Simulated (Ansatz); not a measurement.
Born–Oppenheimer molecular dynamics of CH$_{8}$BNO (12 atoms, charge 0, multiplicity 1). It starts at the highest image of a converged band. Of that band: The profile has 4 maxima (images 1, 3, 5, 7) with wells between them (images 2, 4, 6): this band takes more than one step, which may be the mechanism or a detour left from its start path. A structure lower than the first end lies on the path between it and the top, so the climb from that side starts below the end, which may itself be a saddle point or a shallow side well. Neighbouring images differ by up to 1.5 eV, so the band resolves the path poorly. A vibrational analysis at the climbing image gives one clearly imaginary mode, 1801i cm⁻¹: a first-order saddle point.

Theory: RHF/6-31G* in Ansatz 0.2.0.

```yaml
ensemble: NVE (velocity Verlet)
time_step: 0.5 fs
steps_asked: 200
starting_velocities_drawn_for: 100 K
seed: 9136
```

First frame:

```xyz
12
Properties=species:S:1:pos:R:3
B 0.016 0.435 0.067
O -0.002 -0.331 1.507
H -0.800 -0.818 1.672
H 1.079 0.227 -0.445
C -1.306 0.108 -0.780
H -2.230 0.309 -0.232
H -1.342 0.707 -1.688
H -1.337 -0.933 -1.093
N -0.022 1.811 0.853
H 0.811 2.366 0.836
H -0.820 2.400 0.717
H -0.081 0.822 1.728
```

How far do the bonds stretch over the last three quarters of this one trajectory? (Pairs bonded in most of those frames.)


```csv
bond,mean (Å),spread (Å),shortest,longest
B1–O2,1.376,0.055,1.30,1.51
B1–H4,1.207,0.033,1.14,1.28
B1–C5,1.600,0.031,1.55,1.67
O2–H3,0.948,0.003,0.94,0.95
C5–H6,1.092,0.022,1.05,1.13
C5–H7,1.087,0.012,1.06,1.11
C5–H8,1.092,0.005,1.08,1.10
N9–H10,1.005,0.014,0.98,1.05
N9–H11,1.008,0.026,0.96,1.07
N9–H12,1.019,0.061,0.92,1.11
```

Mean temperature of the second half: 795 K. The conserved energy stayed within 0.45 meV per atom of its start (net change -0.086 meV per atom), so the integration is sound. The kinetic energy rose, since the run started high on the potential surface and went downhill. It ends in pieces (CH5BO + H3N), so much of that is their flight and rotation, not heat. A run of 0.1 ps of so small a system gives no equilibrium averages. The orbitals stay closed-shell, which can raise the energy where a bond breaks towards radicals; this wasn't checked here.

Time of the run: 3.9 min on 1 thread of Arm Neoverse V2, on a shared host, peak memory 0.15 GiB.
